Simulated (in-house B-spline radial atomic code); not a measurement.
## Ionising Te5+ with different functionals

Computed with a B-spline radial code for spherical atoms: four-component Dirac-Coulomb Hamiltonian, Fermi nucleus of rms radius 4.7423 fm, spin-restricted, spherical fractional occupations for the functionals. The ionisation energy is the difference of two self-consistent energies, [Kr] 4d10 5s1 → [Kr] 4d10, without Breit or QED terms; ε is the level of the shell that loses the electron (mean over j).

Hybrids are left out here: with spherical fractional occupations of an open shell their exact exchange keeps a self-interaction that integer-occupation calculations don't have.

| method | rung | ΔSCF (eV) | -ε(5s) (eV) |
| --- | --- | --- | --- |
| LDA VWN5 | LDA | 71.58 | 65.59 |
| relativistic LDA | LDA | 71.48 | 65.50 |
| LDA PW92 | LDA | 71.58 | 65.59 |
| LDA exchange-only | LDA | 70.16 | 64.15 |
| PBE | GGA | 71.14 | 65.04 |
| PBEsol | GGA | 71.00 | 65.00 |
| BLYP | GGA | 71.44 | 65.26 |
| RPBE | GGA | 70.95 | 64.76 |
| PW91 | GGA | 71.26 | 65.14 |
| BP86 | GGA | 71.01 | 65.14 |
| AM05 | GGA | 70.94 | 64.99 |
| OLYP | GGA | 70.95 | 64.60 |

(1) How do they compare with the NIST value?

Answers

(1) NIST lists 69 eV ± 2 (tabulated theory, ground level to ground level). Errors run from +1.06 to +2.48 eV; all lie within about twice that uncertainty, so the table can't rank the methods.
